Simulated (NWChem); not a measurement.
BH2, doublet; SMILES [BH2]

```xyz
3

B      0.0000     0.0000     0.1570
H      1.0717     0.0000    -0.3671
H     -1.0717     0.0000    -0.3671
```
Atoms are numbered in this order, from 1.

All runs: NWChem. Spin-unrestricted. In the optimisation the excess spin sits in a1 (C2v, its own frame). Structure relaxed at the B3LYP/6-31G* (spherical d), spin-unrestricted level. No stability test was run on the SCF state. Fermi-contact couplings, non-relativistic, static geometry.

| level | A(iso) 11B atom 1 (MHz) | A(iso) 1H atom 3 (MHz) | <S²> |
|---|---|---|---|
| PBE0/IGLO-II | 357 | 27.9 | 0.751 |
| PBE/IGLO-II | (withheld) | (withheld) | 0.751 |
| CAM-B3LYP/pcJ-1 | 373 | 42.6 | 0.751 |
| UHF/pcJ-1 | 417 | 7.4 | 0.752 |

Complete the blanks.


- PBE/IGLO-II, A(iso) 11B atom 1 (MHz): 347
- PBE/IGLO-II, A(iso) 1H atom 3 (MHz): 29.9
